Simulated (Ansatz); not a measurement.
```yaml
crystal:
  periodic: [false, false, false]
  atoms:
    - {symbol: C, position_ang: [0.182341, 2.478542, -1.549322]}
    - {symbol: O, position_ang: [1.632126, 0.584966, -0.400112]}
    - {symbol: Zn, position_ang: [0.438363, -1.936994, 1.421056]}
    - {symbol: O, position_ang: [-0.489095, -4.406780, 3.464107]}
    - {symbol: H, position_ang: [1.462267, 3.785937, -2.518294]}
    - {symbol: H, position_ang: [-0.921799, 3.588980, -0.186743]}
    - {symbol: H, position_ang: [-1.133712, 1.733484, -2.971611]}
    - {symbol: H, position_ang: [-0.996258, -5.936225, 2.635661]}
basis:
  gaussian: {orbitals: 6-31G}
hamiltonian: {xc: {name: PBE}}
accuracy: high
output: {forces: true}
```

```sh
$ ansatz run in.yaml --threads 4 --pin off --events-out ev --progress --plain --max-ram 10444MiB
```

Shortened log:

```
Functional definition: PBE
1207 factors; integrals over basis functions are off by at most 6.8e-9 eV
mean field evaluation 1: about -53523.6516 eV, gradient 1.2e2 eV
mean field evaluation 2: about -52769.3738 eV, gradient 2.0e2 eV
mean field evaluation 4: about -53229.9594 eV, gradient 1.9e2 eV
mean field evaluation 8: about -53568.3194 eV, gradient 1.3e0 eV
mean field evaluation 16: about -53568.3651 eV, gradient 4.5e-6 eV
mean field -53568.36507450 eV, -1968.6011065460 hartree, gradient 3.5e-8 eV, S^2 0.000000; 10 other end points of the search recorded, 0 dependent functions left out
reference -53568.36507966 eV, -1968.6011067355 hartree; 28, 28 occupied and 36, 36 virtual orbitals, 1207 factors
Total energy: -53568.36507966 eV, -1968.6011067355 hartree
Atom 0 at     0.182341     2.478542    -1.549322 Å, force    -0.608082     0.960783    -0.591855 eV/Å
Atom 1 at     1.632126     0.584966    -0.400112 Å, force    -1.245023     0.667792    -0.337751 eV/Å
Atom 2 at     0.438363    -1.936994     1.421056 Å, force     0.004841     0.038934    -0.031952 eV/Å
Atom 3 at    -0.489095    -4.406780     3.464107 Å, force    -0.837036    -2.600027    -2.172092 eV/Å
Atom 4 at     1.462267     3.785937    -2.518294 Å, force    -1.662388    -1.810423     1.333559 eV/Å
Atom 5 at    -0.921799     3.588980    -0.186743 Å, force     1.481213    -1.507033    -1.757687 eV/Å
Atom 6 at    -1.133712     1.733484    -2.971611 Å, force     1.758087     0.927504     1.896306 eV/Å
Atom 7 at    -0.996258    -5.936225     2.635661 Å, force     1.108386     3.322469     1.661471 eV/Å
Dipole moment:    -0.231310    -0.133003    -0.173532 e Å
```

Problem. Something in this input is off. What?

Solution. The coordinates are in bohr but typed as ångström. The calculation finished and met its thresholds. The result belongs to that input, not to the molecule as meant.
